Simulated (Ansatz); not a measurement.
Reactions of H5MgNOSi (`[NH2][Mg][O][SiH3]`).

Isolated molecules relaxed with PBE0-D4/def2-TZVP in Ansatz; ΔE leaves out vibrations. CCSD(T)/CBS is the MP2 limit (def2-TZVPP, def2-QZVPP) plus CCSD(T) − MP2 in def2-TZVPP, frozen cores. This one scheme is used for every species. def2 core potentials past Kr. For Mg, Sn outer-core shells are correlated without core-valence functions, which leaves a few kJ/mol of doubt a bond. Each species was taken in one conformer, which may not be the lowest.

Problem. Order these by ΔE at CCSD(T)/CBS, lowest first. (Best estimate.)
A. `[NH2][Mg][O][SiH3]` + `C[N](C)[Sn][Cl]` → `C[N](C)[Mg][NH2]` + `[SiH3][O][Sn][Cl]`
B. `[NH2][Mg][O][SiH3]` + HCl → `[NH2][Mg][Cl]` + `O[SiH3]`
C. `[NH2][Mg][O][SiH3]` + `OC(F)F` → `OC(F)(F)[SiH3]` + `[NH2][Mg][OH]`
D. `[NH2][Mg][O][SiH3]` + H₂S → `[NH2][Mg][SH]` + `O[SiH3]`
E. `[NH2][Mg][O][SiH3]` + `BC[SiH2]S` → `BC[SiH2]S[SiH3]` + `[NH2][Mg][OH]`
F. `[NH2][Mg][O][SiH3]` + H₂ → `[NH2][MgH]` + `O[SiH3]`
G. `[NH2][Mg][O][SiH3]` + H–F → `[NH2][Mg][F]` + `O[SiH3]`

Solution. B (-0.43 eV), G (-0.17 eV), D (+0.27 eV), E (+0.64 eV), A (+0.85 eV), F (+1.49 eV), C (+1.64 eV).

Largest T1 diagnostic: 0.017, for `C[N](C)[Sn][Cl]`.
